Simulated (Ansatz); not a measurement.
Consider the substitution at a C–N bond: `CN(C)[SiH]([SiH3])Cl` + `OCS` → `CSCO` + `CN[SiH]([SiH3])Cl`.

Gas-phase electronic energies from Ansatz, PBE0-D4/def2-TZVP geometries. CBS: MP2 limit from def2 TZ/QZ plus the TZ coupled-cluster correction, frozen cores. DFT in def2-TZVPP. Each species was taken in one conformer, which may not be the lowest.

`CN(C)[SiH]([SiH3])Cl`:

```xyz
16

C     0.364    0.382   -1.518
N     0.525   -0.458   -0.354
C     1.589   -1.427   -0.490
Si   -0.067   -0.010    1.180
Si   -2.177    0.986    1.035
Cl    1.132    1.381    2.177
H     1.268    0.967   -1.733
H     0.139   -0.227   -2.401
H    -0.461    1.085   -1.378
H     1.650   -2.055    0.401
H     1.403   -2.079   -1.351
H     2.567   -0.948   -0.637
H    -0.026   -1.224    2.031
H    -3.132    0.110    0.304
H    -2.085    2.291    0.325
H    -2.689    1.224    2.410
```

`OCS`:

Cartesian coordinates in Å:
```
O 0.942 0.811 0.022
C -0.269 0.125 0.218
S 0.004 -1.648 0.212
H 0.750 1.754 -0.009
H -0.706 0.331 1.203
H -1.008 0.379 -0.549
H 0.286 -1.751 -1.097
```

`CSCO`:

Z-matrix (Å, degrees):
```
C
S 1 1.799
H 1 1.090 2 107.3
H 1 1.091 2 111.0 3 119.0
H 1 1.090 2 110.4 3 -118.8
C 2 1.802 1 99.5 3 172.6
O 6 1.400 2 114.6 1 -65.4
H 6 1.097 2 104.8 1 170.7
H 6 1.091 2 109.7 1 54.3
H 7 0.963 6 107.8 2 -53.8
```

`CN[SiH]([SiH3])Cl`:

Z-matrix (Å, degrees):
```
C
N 1 1.449
H 1 1.093 2 110.9
H 1 1.096 2 113.0 3 122.0
H 1 1.093 2 109.7 3 -118.3
Si 2 1.702 1 124.8 3 147.7
H 2 1.009 1 113.4 3 -57.2
Cl 6 2.087 2 114.1 1 68.3
Si 6 2.339 2 111.5 1 -50.4
H 6 1.483 2 106.5 1 -175.4
H 9 1.488 6 110.7 2 -58.6
H 9 1.488 6 110.3 2 61.8
H 9 1.486 6 109.1 2 -178.8
```

Task: Is it downhill or uphill in electronic energy at CCSD(T)/CBS, and by how much? (Best estimate.)

Result: Computed: Downhill: ΔE = -8.9 kcal/mol.

Task: What do these levels give: BLYP-D4, ωB97X-V, revPBE, RPA@PBE/def2-TZVPP, MP2/def2-SVP, CCSD/CBS(def2)? (Best estimate.)

Result: The calculation gave: BLYP-D4 -8.8, ωB97X-V -8.7, revPBE -10.6, RPA@PBE/def2-TZVPP -6.8, MP2/def2-SVP -5.9, CCSD/CBS(def2) -8.8 kcal/mol.

Largest T1 diagnostic among the species: 0.011.

Leaving LDA and LC-ωPBE aside and taking each functional with its dispersion term where it has one, the values, not all of them listed here, spread over 1.4 kcal/mol, from r2SCAN-D4 to CAM-B3LYP-D4. LDA lies +1.8 kcal/mol from PBE without D4. At CCSD(T), def2-SVP lies +3.8 kcal/mol from the extrapolated value and def2-TZVPP +1.0 kcal/mol. The D4 term adds +0.9 kcal/mol with B3LYP and +0.6 kcal/mol with PBE0; it sums over pairs of atoms, weighted by their polarisabilities, and B3LYP, whose exchange is more repulsive, gets the larger term.

B3LYP here is the variant with VWN-RPA as its local correlation; programs differ in this.
